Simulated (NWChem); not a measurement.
Molecule: MgO; SMILES [O]=[Mg]

```xyz
2

Mg     0.0000     0.0000    -0.7071
O      0.0000     0.0000     1.0356
```
Atoms are numbered in this order, from 1.

All runs use the structure optimised with B3LYP/6-31G* (spherical d).

Q: List the 4 lowest vertical singlet excitations from Hartree-Fock/def2-TZVP, CIS (NWChem).

A: 
```csv
state,energy (eV),oscillator strength,leading excitation (squared amplitude)
S1,0.80,0.003,HOMO−1 → LUMO (0.45)
S2,0.80,0.003,HOMO−2 → LUMO (0.45)
S3,2.87,0.253,HOMO → LUMO (0.78)
S4,5.23,0.196,HOMO → LUMO+2 (0.52)
```
